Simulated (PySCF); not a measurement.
**NMR data sheet: C₃H₁₀OSi₄**

```yaml
Formula: C3H10OSi4
SMILES: C#C[Si@H]1[SiH2][Si@H](OC)[SiH2]1
Point_group_of_the_computed_structure: C1
Degrees_of_unsaturation: 3
Carbon_signals: 3
Proton_signals: 6
```

Numbering as in the mapped SMILES `[CH:1]#[C:2][Si@H:3]1[SiH2:4][Si@H:5]([O:6][CH3:7])[SiH2:8]1`. Hydrogens are named by the atom that carries them. Ha(Si4), Ha(Si8) are cis to C2 on the ring; Hb(Si4), Hb(Si8) are trans to C2 on the ring.

- GFN2-xTB geometry
- GIAO PBE0/pcSseg-1 shieldings
- run in PySCF
- one computed conformer, in vacuum, fast rotation and ring inversion assumed for equivalent nuclei, non-relativistic

Referencing at the same level of theory: 1H (31.72 ppm) and 13C (186.93 ppm) and 29Si (349.16 ppm) against TMS; 17O (336.08 ppm) against H2O.

```tsv
carbon	δC, type	δH (multiplicity)	HMBC from (2–3 bonds)	span of the C tensor (ppm)
C1	109.9, CH	2.24 (d)	H(Si3)	235
C2	85.6, C	–	H(Si3), Hb(Si4)/Hb(Si8), Ha(Si4)/Ha(Si8), H(C1)	289
C7	55.3, CH3	3.60 (s)	H(Si5)	81
```

Other nuclei:
| atoms | nucleus | environment | δ (ppm) | σ (ppm) |
| --- | --- | --- | --- | --- |
| H(Si5) | 1H | hydrogen on a silicon bonded to O, 2 Si, in a 4-membered ring | 6.37 | 25.34 |
| H(Si3) | 1H | hydrogen on a silicon bonded to C, 2 Si, in a 4-membered ring | 5.11 | 26.61 |
| Hb(Si4)/Hb(Si8) | 1H | hydrogen on a silicon bonded to 2 Si, in a 4-membered ring | 4.39 | 27.33 |
| Ha(Si4)/Ha(Si8) | 1H | hydrogen on a silicon bonded to 2 Si, in a 4-membered ring | 4.12 | 27.59 |
| Si5 | 29Si | silicon bonded to O, 2 Si, H, in a 4-membered ring | 21.7 | 327.5 |
| Si3 | 29Si | silicon bonded to C, 2 Si, H, in a 4-membered ring | -78.6 | 427.8 |
| Si4/Si8 | 29Si | silicon bonded to 2 Si, 2 H, in a 4-membered ring | -84.1 | 433.3 |
| O6 | 17O | oxygen bonded to C, Si | -13.2 | 349.2 |

Carbon types of the structure: 1 × C, 1 × CH, 1 × CH3, leaving 6 H on heteroatoms. δC 109.9: terminal alkyne carbon. δC 85.6: alkyne carbon; sp carbons lie upfield of alkene carbons because the cylindrical π system leaves one tensor component strongly shielded. δC 55.3: methyl carbon bonded to O; the inductive effect lowers its shielding. δH 3.60: hydrogen on a methyl carbon bonded to O; its carbon carries O, which withdraws density. δH 2.24: hydrogen on a terminal alkyne carbon; it lies on the axis of the triple bond, in its shielding cone.

Shifts are as computed. Against solution values, carbons near 30 ppm lie about +3 ppm off and those near 130 ppm about +5 ppm. Of 1211 compounds with measured shifts, 218 miss one by over three times the rms of a fit or turn the order of signals round; such compounds aren't used in these exercises. Experimental scales use liquid or dissolved standards, which lie at an offset from isolated H2O (liquid H2O: subtract about 36 ppm). No couplings were computed; multiplicities are counted from neighbouring protons, with m where these are inequivalent, close in shift, in a saturated or five-membered ring or joined by F or P, and br s for small geminal =CH2 splittings.
